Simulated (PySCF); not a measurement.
A calculated (LC-wPBE, PySCF 2.14, x2c-TZVPPall, scalar relativity by spin-free X2C-1e) atom or ion has these occupied shells.

```tsv
shell	electrons	orbital energy (eV)	rms radius, mean of both spins (bohr)
1s β	1	-19818.6	0.0404
1s α	1	-19818.6	0.0404
2s α	1	-2820.9	0.167
2s β	1	-2820.4	0.167
2p α	3	-2524.8	0.148
2p β	3	-2524.5	0.148
3s α	1	-500.48	0.459
3s β	1	-500.25	0.459
3p α	3	-403.38	0.464
3p β	3	-403.12	0.464
3d α	5	-245.08	0.455
3d β	5	-244.67	0.455
4s α	1	-89.596	1.18
4s β	1	-87.067	1.18
4p α	3	-63.421	1.32
4p β	3	-60.032	1.32
4d α	4	-26.345	1.85
```

Question: Name the element and its charge.

Answer: Mo²⁺ (molybdenum, charge +2), in [Kr] 4d4, high-spin 5D determinant.
